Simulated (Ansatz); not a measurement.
`[CH3][Ta](=[O])([OH])[OH]` and `[CH3][V](=[O])([OH])[OH]` differ in one element.

Ansatz, PBE0-D4/def2-TZVP geometries, multiplicity 1. Each molecule was computed in one conformer, which needn't be the lowest.

Elements past krypton have def2 core potentials. Scalar relativity is left out up to krypton.

```csv
property,`[CH3][Ta](=[O])([OH])[OH]`
"ideal-gas entropy at 298 K and 1 bar (rigid rotor, harmonic PBE0-D4/def2-TZVP) / J/(mol·K)",373
LUMO energy (PBE/def2-TZVPP) / eV,-1.55
LUMO energy (ωB97M-V/def2-TZVPP) / eV,1.02
HOMO energy (PBE0/def2-TZVPP) / eV,-8.32
size of the dipole moment (B3LYP/def2-TZVPP) / D,1.47
size of the dipole moment (ωB97M-V/def2-TZVPP) / D,1.55
```

Task: Give the same properties after the change, and the shifts. (An estimate is asked.)

Result: Computed: 
```tsv
property	`[CH3][V](=[O])([OH])[OH]`	shift
ideal-gas entropy at 298 K and 1 bar (rigid rotor, harmonic PBE0-D4/def2-TZVP) / J/(mol·K)	352	-21
LUMO energy (PBE/def2-TZVPP) / eV	-3.53	-1.98
LUMO energy (ωB97M-V/def2-TZVPP) / eV	-0.10	-1.12
HOMO energy (PBE0/def2-TZVPP) / eV	-8.57	-0.25
size of the dipole moment (B3LYP/def2-TZVPP) / D	4.41	2.94
size of the dipole moment (ωB97M-V/def2-TZVPP) / D	4.38	2.83
```

With PBE0 the HOMO falls by 0.25 eV and the LUMO falls by 1.80 eV, so the gap narrows by about 1.55 eV. PBE moves the HOMO by -0.15 eV and ωB97M-V by -0.28 eV. Dipoles are sizes alone; their direction can turn.

B3LYP here is the variant with VWN-RPA as its local correlation; programs differ in this.
